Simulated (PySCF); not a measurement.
GeH₃, SMILES [GeH3-], charge -1.

Coordinates come from a r2SCAN-D4/def2-TZVPD optimisation.

Two levels are set side by side: PBE/def2-TZVPD (PySCF) and PBE0/def2-TZVPD (PySCF). Same geometry, gas phase. Differences are taken from unrounded values.

| quantity | PBE0 | PBE | PBE minus PBE0 |
|---|---|---|---|
| orbital gap (eV) | 4.72 | 3.27 | -1.45 |
| highest occupied level (eV) | 0.03 | 0.95 | 0.92 |
| lowest empty level (eV) | 4.75 | 4.22 | -0.53 |
| mean polarisability (bohr³) | 68.3 | 71.5 | 3.2 |

Without exact exchange PBE keeps part of each electron's self-repulsion, which lifts occupied levels and narrows the gap. Loosely held outer electrons make PBE densities more polarisable. Differences between two approximate levels are no errors against the true value.

Rough cost on one machine, each run with all the roots and properties that it gave: PBE0 against PBE within a factor of 2.
